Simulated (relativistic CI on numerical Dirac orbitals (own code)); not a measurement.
One change at a time: Ca¹¹⁺

Base calculation: Dirac-Coulomb-Breit CI, KLI orbitals optimised for each configuration, model QED (radiative potential, 1s self-energy scaled to tabulated hydrogen-like ionisation energies), unscaled Slater integrals.

Configuration list (outside the closed core 1s2): 2s2.2p5, 2s.2p6, 2s2.2p4.3s, 2p6.3s, 2s2.2p4.3p, 2p6.3p, 2s2.2p4.3d, 2p6.3d, 2s.2p5.3s, 2s.2p5.3p, 2s.2p5.3d, 2s2.2p4.4s, 2s2.2p4.4p, 2s2.2p4.4d, 2s2.2p4.4f, 2s2.2p4.5s, 2s2.2p3.3s2, 2s2.2p4.5p, 2s2.2p4.5d, 2s2.2p4.5f, 2s2.2p4.5g, 2s.2p5.4s, 2s2.2p3.3s.3p, 2s.2p5.4p, 2s2.2p3.3p2, 2s.2p5.4d, 2s2.2p3.3s.3d, 2s.2p5.4f, 2s2.2p3.3p.3d, 2s.2p4.3s2, 2s2.2p3.3d2, 2s.2p5.5s, 2s.2p4.3s.3p, 2s.2p5.5p, 2s.2p5.5d, 2s.2p5.5f. Levels of other configurations are missing.

The lowest level and the first level of each name with at least 55 % of one term (blank where a level has no safe partner in the second run):

| Level | Base (eV) | Shift (eV) |
| --- | --- | --- |
| 2s2.2p5 2P°_3/2 | 0.000 | 0.000 |
| 2s2.2p5 2P°_1/2 | 3.716 | -3.716 |
| 2s.2p6 2S_1/2 | 89.842 | -4.855 |
| 2s2.2p4.3s 4P_5/2 | 378.959 | +0.785 |
| 2s2.2p4.3s 4P_3/2 | 380.816 | -1.072 |
| 2s2.2p4.3s 4P_1/2 | 382.288 | -2.545 |
| 2s2.2p4.3s 2P_3/2 | 383.451 | -0.253 |
| 2s2.2p4.3s 2P_1/2 | 385.552 | -2.354 |
| 2s2.2p4.3s 2D_5/2 | 391.252 | -1.074 |
| 2s2.2p4.3s 2D_3/2 | 391.352 | -1.175 |
| 2s2.2p4.3p 4P°_5/2 | 398.645 | -0.524 |
| 2s2.2p4.3p 4P°_3/2 | 398.913 | -0.791 |
| 2s2.2p4.3p 4P°_1/2 | 400.156 | -2.035 |
| 2s2.2p4.3p 4D°_7/2 | 401.208 | -0.242 |
| 2s2.2p4.3s 2S_1/2 | 401.827 | -1.826 |
| 2s2.2p4.3p 4D°_3/2 | 403.384 | -2.418 |
| 2s2.2p4.3p 2P°_1/2 | 403.493 |  |
| 2s2.2p4.3p 4D°_1/2 | 403.841 |  |
| 2s2.2p4.3p 2P°_3/2 | 404.775 |  |
| 2s2.2p4.3p 4S°_3/2 | 405.991 |  |
| 2s2.2p4.3p 2D°_3/2 | 406.462 |  |
| 2s2.2p4.3p 2S°_1/2 | 406.540 | -2.295 |

At this charge energies of transitions that change n are usually good to better than 1 %, and those within a shell (Δn = 0) to a few per cent.

Problem. One thing was changed in a second run, which moved the levels as shown. Which?
A. configuration mixing switched off
B. non-relativistic limit
C. Breit term removed
D. QED terms removed

Solution. B. Non-relativistic limit. Without relativity the fine structure collapses and s electrons lose their extra binding.

LS names give the leading component of a level, which can be under half, so a name can repeat, a term be missing and a line seem to break the LS rules.
